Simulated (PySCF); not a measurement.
C₂H₂F, SMILES C=[C]F (connectivity only; charge and spin as stated), charge +1, multiplicity 1.

Geometry optimised at PBE-D3(BJ)/def2-TZVP. The multiplicity is an assumed one; other spin states were not compared. The isomer is the one that the SMILES or the coordinates give; other isomers of the formula were not compared.

These are B3LYP/def2-TZVPD in PySCF values and carry that method's errors.

Symmetry labels are those of the subgroup C2v that the program uses (full group C2v).

Computed valence orbital energies around the gap with their symmetry:
```json
[
 {"orbital": "HOMO−7", "symmetry": "A1", "energy (eV)": "-45.04"},
 {"orbital": "HOMO−6", "symmetry": "A1", "energy (eV)": "-30.11"},
 {"orbital": "HOMO−5", "symmetry": "A1", "energy (eV)": "-26.41"},
 {"orbital": "HOMO−4", "symmetry": "B2", "energy (eV)": "-23.38"},
 {"orbital": "HOMO−3", "symmetry": "B1", "energy (eV)": "-23.23"},
 {"orbital": "HOMO−2", "symmetry": "A1", "energy (eV)": "-21.87"},
 {"orbital": "HOMO−1", "symmetry": "B2", "energy (eV)": "-20.05"},
 {"orbital": "HOMO", "symmetry": "B1", "energy (eV)": "-16.12"},
 {"orbital": "LUMO", "symmetry": "B2", "energy (eV)": "-10.63"},
 {"orbital": "LUMO+1", "symmetry": "B1", "energy (eV)": "-7.22"},
 {"orbital": "LUMO+2", "symmetry": "A1", "energy (eV)": "-6.42"},
 {"orbital": "LUMO+3", "symmetry": "A1", "energy (eV)": "-3.93"}
]
```
